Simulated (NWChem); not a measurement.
**Excited singlets of H6Al2O2 by symmetry**

SMILES: [OH][AlH2].[OH][AlH2]
```xyz
10

Al     0.0000     0.0000    -1.4398
Al     0.0000     0.0000     1.4398
O      0.0682    -1.2250     0.0000
H     -0.4229    -2.0643     0.0000
H     -1.3925    -0.1855    -2.2043
H      1.3925     0.1855    -2.2043
O     -0.0682     1.2250     0.0000
H      0.4229     2.0643     0.0000
H     -1.3925    -0.1855     2.2043
H      1.3925     0.1855     2.2043
```
Charge 0, spin multiplicity 1.

The numbers come from NWChem runs, not from measurements. Structure: optimised with PBE/def2-SVP, a minimum by its harmonic frequencies. It is one conformer; others weren't searched.

Basis set: 6-31+G*. Symmetry labels belong to the abelian group C2h used in the runs, with the axes of the coordinates shown. Entries are the lowest vertical excitation energy of each symmetry in eV (for CIS and TDDFT among the lowest few roots); a state of one symmetry need not have the same character in every method. Symmetries that some method's roots don't reach, or where a double excitation leads the EOM-CCSD root, are left out.

The correlated methods keep 12 core orbitals frozen. B3LYP has NWChem's definition, with VWN1-RPA local correlation. The Pople sets run with spherical d functions. The structure started from a generated list of species. Coupled-cluster values serve here as a point of comparison, not as the truth.

| method | ag | au | bu |
|---|---|---|---|
| CIS | 7.47 | 7.62 | 8.40 |
| TD-PBE | 5.08 | 5.42 | 5.71 |
| TD-B3LYP | 5.75 | 6.08 | 6.40 |
| TD-BHandHLYP | 6.51 | 6.77 | 7.27 |
| EOM-CCSD | 6.42 | 6.68 | 7.26 |
